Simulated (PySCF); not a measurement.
CrO2F2, SMILES [O]=[Cr](=[O])([F])[F], multiplicity 1. Atoms are numbered in the order given.

```xyz
5

Cr     0.0000     0.0000     0.0521
O      0.0000    -1.2470     0.9529
O      0.0000     1.2470     0.9529
F     -1.3910     0.0000    -0.9165
F      1.3910     0.0000    -0.9165
```
Charge 0, spin multiplicity 1.

Coordinates come from a B3LYP-D3(BJ)/def2-SVP optimisation. The multiplicity is an assumed one; other spin states were not compared. The isomer is the one that the SMILES or the coordinates give; other isomers of the formula were not compared.

Computed with TDDFT-LC-ωPBE/def2-SVPD run with PySCF.

Vertical excitations.  State labels are in the subgroup C2v.

| state | symmetry | energy (eV) | λ (nm) | f | main pairs |
|---|---|---|---|---|---|
| S1 | B1 | 3.29 | 376 | 0.000 | HOMO→LUMO+1 96 % |
| S2 | B2 | 3.37 | 368 | 0.004 | HOMO→LUMO 93 % |
| S3 | A2 | 4.23 | 293 | 0.000 | HOMO−2→LUMO 61 %, HOMO→LUMO+2 28 % |
| S4 | B1 | 4.26 | 291 | 0.005 | HOMO−1→LUMO 92 % |
| S5 | A2 | 4.43 | 280 | 0.000 | HOMO→LUMO+2 66 %, HOMO−2→LUMO 31 % |
| S6 | A1 | 4.73 | 262 | 0.000 | HOMO−3→LUMO 73 %, HOMO−2→LUMO+1 19 % |
| S7 | A2 | 4.92 | 252 | 0.000 | HOMO−3→LUMO+1 88 % |
| S8 | B2 | 4.92 | 252 | 0.002 | HOMO−1→LUMO+1 62 %, HOMO→LUMO+3 31 % |
| T1 | B2 | 2.68 | 462 | 0 | HOMO→LUMO 94 % |
| T2 | B1 | 2.89 | 429 | 0 | HOMO→LUMO+1 95 % |
| T3 | A1 | 3.52 | 352 | 0 | HOMO−2→LUMO+1 59 %, HOMO−1→LUMO+2 16 %, HOMO−8→LUMO+1 12 % |
| T4 | B2 | 3.61 | 343 | 0 | HOMO−1→LUMO+1 73 %, HOMO−2→LUMO+2 14 % |
Triplets are in the Tamm–Dancoff approximation, which puts them higher than full response would, so one can lie above its singlet here.
